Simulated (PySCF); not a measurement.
Give a HF/def2-SVP geometry of InChI=1S/C6H4O2/c7-5-1-2-6(8)4-3-5/h1-4H.

Z-matrix in Å and degrees, rows numbered from 1:
```
O 
C   1  1.1886
C   2  1.4912  1  121.53
C   3  1.3266  2  121.52  1  -179.97
C   4  1.4912  3  121.53  2    -0.03
O   5  1.1886  4  121.52  3  -179.96
C   5  1.4912  4  116.95  3     0.03
C   7  1.3266  5  121.51  4    -0.03
H   3  1.0819  2  115.91  1     0.02
H   4  1.0819  3  122.56  2   179.99
H   7  1.0819  5  115.92  4   179.99
H   8  1.0819  2  115.90  1    -0.02
```

The 8 heavy atoms lie in one plane (0.000 Å rms). The 6 C–C bonds span 1.327 Å (C3=C4, drawn double) to 1.491 Å (C5–C7, drawn single), a spread of 0.164 Å. The 6-membered ring C2–C3–C4–C5–C7–C8 has internal angles of 116.9° to 121.5°; it is planar, 0.00 Å rms from its mean plane, widest ring torsion 0°.

The calculation used PySCF 2.14.0, HF/def2-SVP geometry optimisation, gas phase.

Point group: D2h (every atom within 0.08 Å of its image). No HF/def2-SVP frequencies stand behind this structure, so it isn't proved a minimum.
